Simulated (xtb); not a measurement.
BFO, SMILES O=BF. All values are semi-empirical tight-binding results from xtb (GFN2-xTB unless named), good for trends rather than for accurate numbers. Geometry: GFN2-xTB.

- point group as xtb finds it: C∞v
- orbital gap: 9.38 eV
- dipole moment: 1.44 D
- zero-point energy: 5.8 kcal/mol
- G − E(el) at 298.15 K (modified RRHO): -7.8 kcal/mol
- static polarisability (D4 model): 22.0 bohr³
- solvation energy, GFN2-xTB/ALPB(water): 0.3 kcal/mol
- solvation energy, GFN2-xTB/ALPB(methanol): -0.6 kcal/mol

Computed IR lines (harmonic; lines under 4 % of the strongest left out, lines within 3 cm⁻¹ merged):
ν (cm⁻¹): 420 (m), 1013 (w), 2228 (vs) (against the strongest line: vs over 80 %, s over 45 %, m over 15 %, w over 4 %, vw less)
